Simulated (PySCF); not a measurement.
A PySCF script (with the pyscf-properties extension) for the NMR shieldings of `InChI=1S/C6H12BNO/c1-3-8-7-6(2)4-5-9/h9H,2,4-5,7H2,1H3`, on a GFN2-xTB geometry:

```python
import basis_set_exchange as bse
import numpy as np
from pyscf import gto, dft
from pyscf.prop import nmr

atoms = """
C    -0.002199   -0.653151   -1.548254
C    -0.575539   -0.392627   -0.381863
B     0.082017    0.543348    0.770305
N     1.540163    0.480761    0.610672
C     2.667545    0.369239    0.418251
C     4.075254    0.233507    0.206040
C    -1.943743   -0.958948   -0.096182
C    -3.030575    0.127428   -0.090841
O    -3.075666    0.874803    1.098437
H    -0.470134   -1.271257   -2.302475
H     0.966542   -0.258741   -1.816686
H    -0.121221    0.136587    1.874443
H    -0.195929    1.700011    0.635066
H     4.406675    0.940471   -0.554824
H     4.608723    0.431059    1.136054
H     4.299109   -0.780714   -0.125611
H    -1.951937   -1.448888    0.880357
H    -2.207955   -1.699125   -0.856440
H    -4.018118   -0.334906   -0.179215
H    -2.880786    0.791088   -0.956816
H    -2.181146    1.186998    1.279110
"""
names = dict.fromkeys(["C", "B", "N", "O", "H"], "pcSseg-1")
basis = {el: gto.basis.parse(bse.get_basis(n, elements=[el], fmt="nwchem")) for el, n in names.items()}
mol = gto.M(atom=atoms, basis=basis, charge=0, verbose=0)
mf = dft.RKS(mol, xc="PBE0")
mf.grids.level = 2
mf.grids.alignment = dft.numint.BLKSIZE   # the property module wants whole blocks of grid points
mf.conv_tol = 1e-9
mf.kernel()

calc = nmr.RKS(mf)   # GIAO
C = mf.mo_coeff
Co = C[:, mf.mo_occ > 0]
resp = mf.gen_response(singlet=True, hermi=2)
def vind(x):   # induced exchange potential for any number of trial vectors
    d = np.einsum("pi,xij,qj->xpq", C, 2 * x.reshape(-1, C.shape[1], Co.shape[1]), Co, optimize=True)
    return np.einsum("xpq,pi,qj->xij", resp(d - d.transpose(0, 2, 1)), C, Co, optimize=True).ravel()
mo1, _ = nmr.rhf.solve_mo1(calc, with_cphf=vind)
sigma = calc.kernel(mo1)
for i, s in enumerate(sigma):   # ppm
    w = np.linalg.eigvalsh((s + s.T) / 2)
    print("%2d %-2s iso %8.1f  s11 %8.1f  s22 %8.1f  s33 %8.1f" % (i, mol.atom_pure_symbol(i), w.mean(), *w))
```

Task: What are the results?

Result: 
```
 0 C  iso     72.8  s11    -32.5  s22    100.3  s33    150.5
 1 C  iso     15.3  s11   -111.2  s22    -19.5  s33    176.6
 2 B  iso    133.4  s11    119.2  s22    131.2  s33    149.8
 3 N  iso     36.6  s11   -115.0  s22   -108.7  s33    333.6
 4 C  iso     68.6  s11    -21.8  s22    -17.7  s33    245.4
 5 C  iso    185.0  s11    177.0  s22    177.1  s33    200.8
 6 C  iso    134.5  s11    125.1  s22    133.0  s33    145.2
 7 C  iso    115.4  s11     90.5  s22    109.3  s33    146.3
 8 O  iso    292.8  s11    263.8  s22    287.2  s33    327.2
 9 H  iso     26.4  s11     23.6  s22     25.4  s33     30.3
10 H  iso     26.9  s11     24.8  s22     25.9  s33     30.0
11 H  iso     29.3  s11     25.0  s22     30.2  s33     32.9
12 H  iso     29.2  s11     25.2  s22     30.4  s33     31.9
13 H  iso     29.2  s11     24.3  s22     27.0  s33     36.2
14 H  iso     29.3  s11     24.2  s22     27.0  s33     36.6
15 H  iso     29.2  s11     24.1  s22     27.4  s33     36.0
16 H  iso     29.2  s11     26.9  s22     28.1  s33     32.5
17 H  iso     29.4  s11     25.4  s22     29.4  s33     33.6
18 H  iso     27.7  s11     22.7  s22     28.0  s33     32.6
19 H  iso     28.0  s11     23.9  s22     28.0  s33     31.9
20 H  iso     30.6  s11     20.1  s22     29.1  s33     42.8
```

These numbers come from an equivalent density-fitted implementation of the same equations, which agrees with the script to about 0.01 ppm for H and up to a few tenths of a ppm for heavy atoms, so last digits may differ.

Size and cost of the density-fitted run: 213 basis functions, 69 s wall time on 1 thread of an Intel Xeon, shared host; peak memory 0.95 GiB.
